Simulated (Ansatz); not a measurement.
This geometry of BH3O + BrH (7 atoms, charge 0, multiplicity 1) is a first-order saddle point.

All numbers below come from RKS PBE/def2-SVP in Ansatz.

```xyz
7
Properties=species:S:1:pos:R:3
B 0.016 0.038 0.173
O -0.068 -0.100 1.648
H -0.992 -0.251 1.926
H 1.125 -0.140 -0.273
H -1.003 -0.160 -0.455
Br 0.102 2.441 0.508
H 0.069 1.228 1.613
```

Problem. Which two structures does it join? (They come from a converged band through this point; their orientation in space is the band's.)

Solution. Bonds broken: Br6–H7. Bonds formed: B1–Br6, O2–H7. BH3O + BrH becomes BBrH4O.

Image 0:

```xyz
7
Properties=species:S:1:pos:R:3
B -0.119 -0.532 -0.043
O -0.433 0.211 1.056
H -1.129 -0.185 1.615
H 0.741 -0.080 -0.771
H -0.692 -1.589 -0.249
Br 0.667 3.278 1.956
H 0.214 1.951 1.577
```

Image 6:

```xyz
7
Properties=species:S:1:pos:R:3
B -0.013 0.350 0.049
O -0.138 -0.128 1.628
H -1.011 0.210 1.932
H 1.126 0.055 -0.257
H -0.939 -0.212 -0.502
Br -0.286 2.354 0.173
H 0.510 0.428 2.117
```

Problem. How far does it lie above each of them?

Solution. 14.9 kcal/mol above the first and 13.1 kcal/mol above the second. This is the barrier of this one path; another mechanism may lie lower. The orbitals stay closed-shell, which can raise the energy where a bond breaks towards radicals; this wasn't checked here.

Run time: 3.6 min on 1 thread of Arm Neoverse N1, on a shared host, peak memory 0.15 GiB.
